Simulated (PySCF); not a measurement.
A structure optimised at PBE-D3(BJ)/def2-TZVPD, used in a PySCF frequency run:

```
Mg
Cl 1 2.1242
```
Charge +1, spin multiplicity 1.

Write its SMILES, formula and point group.

[Mg+][Cl], ClMg, C∞v

What are its rotational constants (standard atomic weights)?

7.7676 GHz (linear rotor, B only)
